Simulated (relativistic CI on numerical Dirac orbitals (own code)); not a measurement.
How well does a small relativistic CI reproduce Zn VII?

Method of calculation: Dirac-Coulomb-Breit CI, KLI orbitals optimised for each configuration, model QED (radiative potential, 1s self-energy scaled to tabulated hydrogen-like ionisation energies), unscaled Slater integrals (own radial code, finite nucleus).

Configuration list (outside the closed core [Ne]): 3s2 3p6 3d6, 3s2 3p6 3d5 4s, 3s2 3p5 3d7, 3s2 3p6 3d5 4p, 3s2 3p6 3d5 4d, 3s 3p6 3d7, 3s2 3p6 3d5 5s, 3s2 3p6 3d5 4f, 3s2 3p6 3d5 5p, 3s2 3p6 3d5 5d, 3s2 3p6 3d5 6s, 3s2 3p6 3d5 5f, 3s2 3p6 3d5 6p, 3s2 3p6 3d5 5g, 3s2 3p6 3d5 6d, 3s2 3p6 3d4 4s 4p, 3s2 3p5 3d6 4s, 3s2 3p5 3d6 4p, 3s2 3p6 3d4 4p 4d, 3s2 3p6 3d4 4s2, 3s2 3p6 3d3 4s2 4p, 3s2 3p6 3d3 4s2 4d, 3s2 3p6 3d3 4s2 5s, 3p6 3d8, 3p5 3d9, 3s2 3p6 3d4 4s 4d, 3s2 3p6 3d3 4s 4p 4d, 3s2 3p6 3d3 4s 4d2, 3s2 3p6 3d3 4s 4d 5s. Double excitations out of closed p, d and f shells are left out; levels of such configurations are missing from the list, as are those of other unlisted configurations, and high levels can miss mixing partners. These lack a partner that the ground configuration has and come out too high: 3s2 3p5 3d6 4s, 3s2 3p5 3d6 4p.

| Configuration | Term (tabulated) | J | Measured (cm⁻¹) | Computed | Error | Purity (%) |
| --- | --- | --- | --- | --- | --- | --- |
| 3s2 3p6 3d6 | 5D | 4 | 0.0 | 0 | 0 | 99 |
| 3s2 3p6 3d6 | 5D | 3 | 1567.0 | 1531 | -36 | 100 |
| 3s2 3p6 3d6 | 5D | 2 | 2579.0 | 2541 | -38 | 99 |
| 3s2 3p6 3d6 | 5D | 1 | 3230.0 | 3182 | -48 | 99 |
| 3s2 3p6 3d6 | 3P2 | 2 | 32319.0 | 36035 | 3716 | 99 |
| 3s2 3p6 3d6 | 3H | 6 | 33630.0 | 35996 | 2366 | 99 |
| 3s2 3p6 3d6 | 3H | 5 | 34358.0 | 36774 | 2416 | 96 |
| 3s2 3p6 3d6 | 3H | 4 | 34559.0 | 37209 | 2650 | 88 |
| 3s2 3p6 3d6 | 3F2 | 4 | 36364.0 | 39785 | 3421 | 86 |
| 3s2 3p6 3d6 | 3P2 | 1 | 36747.0 | 40364 | 3617 | 99 |
| 3s2 3p6 3d6 | 3F2 | 3 | 36953.0 | 40566 | 3613 | 94 |
| 3s2 3p6 3d6 | 3F2 | 2 | 37536.0 | 41148 | 3612 | 99 |
| 3s2 3p6 3d6 | 3G | 5 | 41450.0 | 45211 | 3761 | 96 |
| 3s2 3p6 3d6 | 3G | 4 | 42875.0 | 46647 | 3772 | 91 |
| 3s2 3p6 3d6 | 3G | 3 | 43405.0 | 47211 | 3806 | 94 |
| 3s2 3p6 3d6 | 1I | 6 | 51469.0 | 55036 | 3567 | 99 |
| 3s2 3p6 3d6 | 3D | 2 | 51684.0 | 57594 | 5910 | 95 |
| 3s2 3p6 3d6 | 3D | 1 | 51908.0 | 57792 | 5884 | 99 |
| 3s2 3p6 3d6 | 3D | 3 | 52228.0 | 58123 | 5895 | 99 |
| 3s2 3p6 3d6 | 1G2 | 4 | 52978.0 | 58020 | 5042 | 97 |
| 3s2 3p6 3d6 | 1D2 | 2 | 60829.0 | 66965 | 6136 | 95 |
| 3s2 3p6 3d6 | 1F | 3 | 71841.0 | 79521 | 7680 | 98 |
| 3s2 3p6 3d6 | 3P1 | 1 | 83723.0 | 93971 | 10248 | 100 |
| 3s2 3p6 3d6 | 3F1 | 2 | 85431.0 | 95347 | 9916 | 99 |
| 3s2 3p6 3d6 | 3F1 | 4 | 85493.0 | 95407 | 9914 | 99 |
| 3s2 3p6 3d6 | 3F1 | 3 | 85894.0 | 95739 | 9845 | 98 |
| 3s2 3p6 3d6 | 3P1 | 2 | 86502.0 | 96675 | 10173 | 99 |
| 3s2 3p6 3d6 | 1G1 | 4 | 96864.0 | 107312 | 10448 | 99 |
| 3s2 3p6 3d6 | 1D1 | 2 | 129380.0 | 144910 | 15530 | 100 |
| 3s2 3p6 3d5 4p | 5P° | 3 | 468437.0 | 459885 | -8552 | 97 |
| 3s2 3p6 3d5 4p | 5P° | 2 | 469602.0 | 461017 | -8585 | 98 |
| 3s2 3p6 3d5 4p | 5P° | 1 | 470310.0 | 461705 | -8605 | 99 |
| 3s2 3p6 3d5 4p | 5F° | 5 | 507704.0 | 502487 | -5217 | 77 |
| 3s2 3p6 3d5 4p | 5F° | 4 | 508903.0 | 503788 | -5115 | 70 |
| 3s2 3p6 3d5 4p | 5H° | 5 | 508927.0 | 503880 | -5047 | 65 |
| 3s2 3p6 3d5 4p | 5P° | 3 | 512025.0 | 509602 | -2423 | 70 |
| 3s2 3p6 3d5 4p | 5P° | 1 | 513017.0 | 510851 | -2166 | 85 |
| 3s2 3p6 3d5 4p | 3F° | 3 | 513590.0 | 508747 | -4843 | 86 |
| 3s2 3p6 3d5 4p | 3F° | 4 | 514001.0 | 509053 | -4948 | 73 |
| 3s2 3p6 3d5 4p | 3H° | 6 | 514596.0 | 510583 | -4013 | 93 |
| 3s2 3p6 3d5 4p | 3H° | 5 | 515395.0 | 511394 | -4001 | 95 |
| 3s2 3p6 3d5 4p | 3H° | 4 | 515818.0 | 511856 | -3962 | 97 |
| 3s2 3p6 3d5 4p | 5F° | 3 | 516964.0 | 515058 | -1906 | 82 |
| 3s2 3p6 3d5 4p | 5F° | 4 | 517872.0 | 516081 | -1791 | 82 |
| 3s2 3p6 3d5 4p | 5F° | 5 | 518826.0 | 516975 | -1851 | 87 |
| 3s2 3p6 3d5 4p | 5D° | 3 | 519203.0 | 517587 | -1616 | 75 |
| 3s2 3p6 3d5 4p | 5D° | 4 | 519689.0 | 517902 | -1787 | 93 |
| 3s2 3p6 3d5 4p | 5D° | 2 | 520079.0 | 518492 | -1587 | 75 |
| 3s2 3p6 3d5 4p | 3G° | 3 | 520746.0 | 517159 | -3587 | 94 |
| 3s2 3p6 3d5 4p | 3D° | 3 | 520862.0 | 520102 | -760 | 60 |
| 3s2 3p6 3d5 4p | 3G° | 4 | 520903.0 | 517269 | -3634 | 95 |
| 3s2 3p6 3d5 4p | 5D° | 1 | 520937.0 | 519336 | -1601 | 67 |
| 3s2 3p6 3d5 4p | 3G° | 5 | 520975.0 | 517299 | -3676 | 84 |
| 3s2 3p6 3d5 4p | 3D° | 2 | 524785.0 | 522991 | -1794 | 80 |
| 3s2 3p6 3d5 4p | 3F° | 4 | 525452.0 | 524651 | -801 | 88 |
| 3s2 3p6 3d5 4p | 3F° | 3 | 526611.0 | 525814 | -797 | 75 |
| 3s2 3p6 3d5 4p | 3F° | 2 | 526728.0 | 525934 | -794 | 83 |
| 3s2 3p6 3d5 4p | 3S° | 1 | 528902.0 | 528678 | -224 | 86 |
| 3s2 3p6 3d5 4p | 3F° | 3 | 533367.0 | 533963 | 596 | 69 |
| 3s2 3p6 3d5 4p | 3H° | 4 | 535706.0 | 531679 | -4027 | 95 |

Measured levels from Sugar and Musgrove, J. Phys. Chem. Ref. Data 24, 1803 (1995); pairs were made by configuration, J and term (by order where the table uses no LS term), so strongly mixed levels may be paired wrongly.

Mean error by configuration (cm⁻¹): 3s2 3p6 3d6 5458; 3s2 3p6 3d5 4p -3197. Over the excited levels the mean absolute error is 4294 cm⁻¹ (59 of the 66 excited levels that our extract of the source holds in range could be paired, and the others can miss by more), and the median relative error of those above 1,000 cm⁻¹ is 1.5 %. Some levels of the ground configuration have no partner.
